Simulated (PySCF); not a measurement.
PySCF input for B(I)(Me)2 (C₂H₆BI), SMILES CB(I)C, PBE-D3(BJ)/def2-SVP. The structure is a stationary point at PBE-D3(BJ)/def2-SVP. The def2 effective core potentials stand for the cores of I; spin–orbit coupling is left out.

```python
import numpy as np
from pyscf import gto, scf, dft, df
from pyscf.hessian import thermo

mol = gto.M(
    atom='''
    B    -0.00000000    0.00000000   -1.32537491
    I     0.00000000    0.00000000    0.84689690
    C    -0.01209582    1.38334144   -2.05774817
    H     1.05652797    1.64607006   -2.24382575
    H    -0.48848078    1.32244104   -3.05870601
    H    -0.44709762    2.22040138   -1.48030966
    C     0.01209582   -1.38334143   -2.05774817
    H     0.48848078   -1.32244105   -3.05870601
    H     0.44709762   -2.22040137   -1.48030967
    H    -1.05652797   -1.64607007   -2.24382575
    ''',
    basis='def2-SVP',
    ecp={'I': 'def2-svp'},
    charge=0,
    spin=0,
    max_memory=1600,
    verbose=3,
)
mf = dft.RKS(mol, xc='pbe').density_fit(auxbasis='def2-universal-jkfit')
mf.disp = 'd3bj'
mf.grids.level = 3
mf.conv_tol = 1e-11
mf.max_cycle = 100
mf.kernel()

# [left out here: the lines that compute and print the analytic Hessian (its translational invariance restored by hand, since the grid's response is missing), thermochemistry and intensities]
```

It prints:

```
converged SCF energy = -402.171892334465

WARN: DFTD3 does not support analytical Hessian, using finite difference


WARN: Mole.unit (angstrom) is changed to Bohr

Mode                                 0                   1                   2
Irrep
Freq [cm^-1]                       66.6101            111.1958            241.8708
Reduced mass [au]                   1.0370              1.0387              2.9946
Force const [Dyne/A]                0.0027              0.0076              0.1032
Char temp [K]                      95.8370            159.9860            347.9982
Normal mode                   x     y     z       x     y     z       x     y     z
       0   B                -0.02 -0.02 -0.00    0.00  0.00 -0.01    0.02  0.12 -0.00
       1   I                 0.01  0.00 -0.00   -0.00 -0.00 -0.01    0.00 -0.02  0.00
       2   C                -0.02 -0.01  0.01    0.02  0.02  0.02   -0.00  0.05 -0.14
       3   H                -0.01  0.21  0.41    0.04  0.21  0.42   -0.01  0.09 -0.13
       4   H                 0.32 -0.05 -0.15    0.37  0.00 -0.14    0.03 -0.10 -0.14
       5   H                -0.36 -0.11 -0.09   -0.30 -0.08 -0.07   -0.08  0.10 -0.26
       6   C                -0.02 -0.01 -0.01   -0.02 -0.02  0.02   -0.00  0.05  0.14
       7   H                 0.32 -0.05  0.15   -0.37 -0.00 -0.14    0.03 -0.10  0.14
       8   H                -0.36 -0.11  0.09    0.30  0.08 -0.07   -0.08  0.10  0.26
       9   H                -0.01  0.21 -0.41   -0.04 -0.21  0.42   -0.01  0.09  0.13
Mode                                 3                   4                   5
Irrep
Freq [cm^-1]                      252.5090            331.1387            441.6500
Reduced mass [au]                   2.7136              1.9594              3.0921
Force const [Dyne/A]                0.1019              0.1266              0.3554
Char temp [K]                     363.3042            476.4349            635.4360
Normal mode                   x     y     z       x     y     z       x     y     z
       0   B                -0.00  0.00  0.02   -0.22  0.02 -0.00   -0.00 -0.00  0.17
       1   I                -0.00 -0.00 -0.04    0.01 -0.00  0.00   -0.00  0.00 -0.02
       2   C                -0.00  0.06  0.13    0.02  0.01 -0.01   -0.01 -0.11  0.05
       3   H                -0.01  0.05  0.08    0.13 -0.29  0.14    0.01 -0.17  0.05
       4   H                -0.09  0.20  0.17    0.17  0.11 -0.09    0.05 -0.29  0.04
       5   H                 0.07 -0.00  0.27    0.18  0.14 -0.09   -0.01  0.01 -0.12
       6   C                 0.00 -0.06  0.13    0.02  0.01  0.01    0.01  0.11  0.05
       7   H                 0.09 -0.20  0.17    0.17  0.11  0.09   -0.05  0.29  0.04
       8   H                -0.07  0.00  0.27    0.18  0.14  0.09    0.01 -0.01 -0.12
       9   H                 0.01 -0.05  0.08    0.13 -0.29 -0.14   -0.01  0.17  0.05
Mode                                 6                   7                   8
Irrep
Freq [cm^-1]                      643.8175            797.6823            807.3372
Reduced mass [au]                   1.2315              1.2868              1.9429
Force const [Dyne/A]                0.3008              0.4824              0.7461
Char temp [K]                     926.3101           1147.6872           1161.5784
Normal mode                   x     y     z       x     y     z       x     y     z
       0   B                 0.00  0.00  0.05   -0.02 -0.03  0.00   -0.00  0.00  0.10
       1   I                -0.00  0.00 -0.00   -0.00 -0.00 -0.00    0.00  0.00 -0.00
       2   C                 0.08  0.02  0.00    0.01 -0.01 -0.10   -0.02  0.13  0.00
       3   H                -0.08  0.44 -0.24   -0.00  0.14  0.06    0.01 -0.02 -0.07
       4   H                -0.15 -0.23  0.12   -0.07  0.45 -0.08    0.08 -0.08 -0.03
       5   H                -0.19 -0.12 -0.00    0.05 -0.24  0.28    0.02  0.36 -0.30
       6   C                -0.08 -0.02  0.00    0.01 -0.01  0.10    0.02 -0.13  0.00
       7   H                 0.15  0.23  0.12   -0.07  0.45  0.08   -0.08  0.08 -0.03
       8   H                 0.19  0.12 -0.00    0.05 -0.24 -0.28   -0.02 -0.36 -0.30
       9   H                 0.08 -0.44 -0.24   -0.00  0.14 -0.06   -0.01  0.02 -0.07
Mode                                 9                  10                  11
Irrep
Freq [cm^-1]                      833.2750           1012.7572           1130.7439
Reduced mass [au]                   1.9635              2.3482              1.8966
Force const [Dyne/A]                0.8032              1.4190              1.4287
Char temp [K]                    1198.8972           1457.1321           1626.8887
Normal mode                   x     y     z       x     y     z       x     y     z
       0   B                 0.17  0.03  0.00   -0.00 -0.00 -0.20   -0.01  0.21 -0.00
       1   I                -0.00 -0.00 -0.00   -0.00 -0.00  0.00    0.00 -0.00 -0.00
       2   C                -0.09 -0.01 -0.01    0.01  0.01  0.09    0.01 -0.04 -0.00
       3   H                 0.04 -0.31  0.20    0.01 -0.15 -0.08    0.06 -0.16  0.15
       4   H                 0.13  0.15 -0.12    0.04 -0.35  0.08   -0.11 -0.21  0.08
       5   H                 0.16  0.11  0.00   -0.08  0.08 -0.11   -0.05 -0.26  0.24
       6   C                -0.09 -0.01  0.01   -0.01 -0.01  0.09    0.01 -0.04  0.00
       7   H                 0.13  0.15  0.12   -0.04  0.35  0.08   -0.11 -0.21 -0.08
       8   H                 0.16  0.11 -0.00    0.08 -0.08 -0.11   -0.05 -0.26 -0.24
       9   H                 0.04 -0.31 -0.20   -0.01  0.15 -0.08    0.06 -0.16 -0.15
Mode                                12                  13                  14
Irrep
Freq [cm^-1]                     1252.9892           1285.6210           1358.7238
Reduced mass [au]                   1.3094              1.9175              1.0415
Force const [Dyne/A]                1.2112              1.8673              1.1328
Char temp [K]                    1802.7724           1849.7223           1954.9010
Normal mode                   x     y     z       x     y     z       x     y     z
       0   B                -0.00  0.00  0.04    0.02 -0.13 -0.00    0.00 -0.02 -0.00
       1   I                 0.00  0.00 -0.00   -0.00  0.00  0.00   -0.00  0.00  0.00
       2   C                 0.02  0.08 -0.06    0.01  0.11 -0.05    0.01 -0.02 -0.03
       3   H                 0.15 -0.28  0.22    0.13 -0.29  0.12    0.03  0.20  0.43
       4   H                -0.22 -0.26  0.09   -0.15 -0.18  0.05   -0.35 -0.07  0.15
       5   H                -0.15 -0.19  0.20   -0.19 -0.11  0.10    0.21  0.18 -0.14
       6   C                -0.02 -0.08 -0.06    0.01  0.11  0.05    0.01 -0.02  0.03
       7   H                 0.22  0.26  0.09   -0.15 -0.18 -0.05   -0.35 -0.07 -0.15
       8   H                 0.15  0.19  0.20   -0.19 -0.11 -0.10    0.21  0.18  0.14
       9   H                -0.15  0.28  0.22    0.13 -0.29 -0.12    0.03  0.20 -0.43
Mode                                15                  16                  17
Irrep
Freq [cm^-1]                     1359.0404           1384.4865           1389.0259
Reduced mass [au]                   1.0445              1.0738              1.0985
Force const [Dyne/A]                1.1366              1.2127              1.2487
Char temp [K]                    1955.3566           1991.9678           1998.4989
Normal mode                   x     y     z       x     y     z       x     y     z
       0   B                 0.00 -0.00  0.04   -0.00 -0.00  0.02    0.02  0.04  0.00
       1   I                -0.00  0.00 -0.00    0.00 -0.00 -0.00   -0.00 -0.00 -0.00
       2   C                 0.01  0.02  0.02   -0.04  0.03 -0.01    0.03 -0.03  0.02
       3   H                 0.00 -0.26 -0.40   -0.07  0.10 -0.11    0.06 -0.19 -0.01
       4   H                 0.24  0.17 -0.11    0.32 -0.31 -0.16   -0.22  0.35  0.12
       5   H                -0.33 -0.20  0.07    0.29 -0.06  0.35   -0.36  0.00 -0.31
       6   C                -0.01 -0.02  0.02    0.04 -0.03 -0.01    0.03 -0.03 -0.02
       7   H                -0.24 -0.17 -0.11   -0.32  0.31 -0.16   -0.22  0.35 -0.12
       8   H                 0.33  0.20  0.07   -0.29  0.06  0.35   -0.36  0.00  0.31
       9   H                -0.00  0.26 -0.40    0.07 -0.10 -0.11    0.06 -0.19  0.01
Mode                                18                  19                  20
Irrep
Freq [cm^-1]                     2948.9772           2950.9872           3027.9171
Reduced mass [au]                   1.0444              1.0451              1.0907
Force const [Dyne/A]                5.3515              5.3620              5.8919
Char temp [K]                    4242.9217           4245.8136           4356.4985
Normal mode                   x     y     z       x     y     z       x     y     z
       0   B                 0.00 -0.00  0.00   -0.00  0.00  0.00    0.00  0.00  0.00
       1   I                -0.00  0.00  0.00    0.00 -0.00  0.00   -0.00 -0.00  0.00
       2   C                 0.02  0.02 -0.02    0.02  0.02 -0.02   -0.05  0.00 -0.02
       3   H                -0.53 -0.13  0.09   -0.53 -0.13  0.09    0.36  0.10 -0.07
       4   H                 0.15  0.03  0.29    0.15  0.03  0.29    0.22  0.03  0.47
       5   H                 0.10 -0.18 -0.13    0.10 -0.18 -0.13    0.07 -0.16 -0.11
       6   C                 0.02  0.02  0.02   -0.02 -0.02 -0.02    0.05 -0.00 -0.02
       7   H                 0.15  0.03 -0.29   -0.15 -0.03  0.29   -0.22 -0.03  0.47
       8   H                 0.10 -0.18  0.13   -0.10  0.18 -0.13   -0.07  0.16 -0.11
       9   H                -0.53 -0.13 -0.09    0.53  0.13  0.09   -0.36 -0.10 -0.07
Mode                                21                  22                  23
Irrep
Freq [cm^-1]                     3028.9323           3089.2852           3089.7103
Reduced mass [au]                   1.0905              1.1022              1.1015
Force const [Dyne/A]                5.8946              6.1978              6.1955
Char temp [K]                    4357.9592           4444.7936           4445.4052
Normal mode                   x     y     z       x     y     z       x     y     z
       0   B                -0.00 -0.00 -0.00   -0.00 -0.00 -0.00    0.00  0.00 -0.00
       1   I                 0.00 -0.00  0.00    0.00 -0.00  0.00   -0.00  0.00  0.00
       2   C                -0.05  0.00 -0.02   -0.02  0.04  0.05    0.01 -0.04 -0.05
       3   H                 0.36  0.10 -0.07    0.07  0.03 -0.00   -0.07 -0.03  0.00
       4   H                 0.22  0.03  0.47   -0.13 -0.01 -0.26    0.13  0.01  0.26
       5   H                 0.07 -0.16 -0.11    0.24 -0.45 -0.31   -0.24  0.45  0.31
       6   C                -0.05  0.00  0.02   -0.02  0.04 -0.05   -0.01  0.04 -0.05
       7   H                 0.21  0.03 -0.47   -0.13 -0.01  0.26   -0.13 -0.01  0.26
       8   H                 0.07 -0.16  0.11    0.24 -0.45  0.31    0.24 -0.45  0.31
       9   H                 0.36  0.10  0.07    0.07  0.03  0.00    0.07  0.03  0.00
temperature 298.1500 [K]
pressure 101325.00 [Pa]
Rotational constants [GHz] 7.42827 2.08049 1.65876
Symmetry number 2
Zero-point energy (ZPE) 0.07481 [Eh]   196404.590 [J/mol]
                           tot       elec      trans        rot        vib
Entropy [J/mol/K]       339.531      0.000    172.634    106.913     59.984
Cv [J/mol/K]             86.368      0.000     12.472     12.472     61.425
Cp [J/mol/K]             94.683      0.000     20.786     12.472     61.425
Internal energy [J/mol]                      3718.434   3718.434 205926.152
Internal energy [Eh]   -402.09063  -402.17189
Enthalpy [J/mol]                             6197.391   3718.434 205926.152
Enthalpy [Eh]          -402.08968
Gibbs free energy [J/mol]                  -45273.526 -28157.714 188041.994
Gibbs free energy [Eh] -402.12824
mode   freq/cm-1   IR/(km/mol)
   1       66.61         0.387
   2      111.20         0.369
   3      241.87         0.186
   4      252.51         0.285
   5      331.14         1.556
   6      441.65        23.058
   7      643.82         7.487
   8      797.68         0.887
   9      807.34        14.342
  10      833.27        20.204
  11     1012.76       234.268
  12     1130.74        19.563
  13     1252.99        34.040
  14     1285.62       132.673
  15     1358.72         2.565
  16     1359.04         0.216
  17     1384.49         0.175
  18     1389.03        13.232
  19     2948.98         1.232
  20     2950.99         0.416
  21     3027.92        12.504
  22     3028.93         5.492
  23     3089.29         2.666
  24     3089.71         4.777
max |gradient| / (hartree/bohr): 2.5525477851765234e-05
APT charges: [ 0.8916 -0.3737 -0.3475  0.0415  0.0102  0.0369 -0.3475  0.0102  0.0369
  0.0415]
```

Self-consistency was reached.

Cost: very roughly 60 core-seconds.
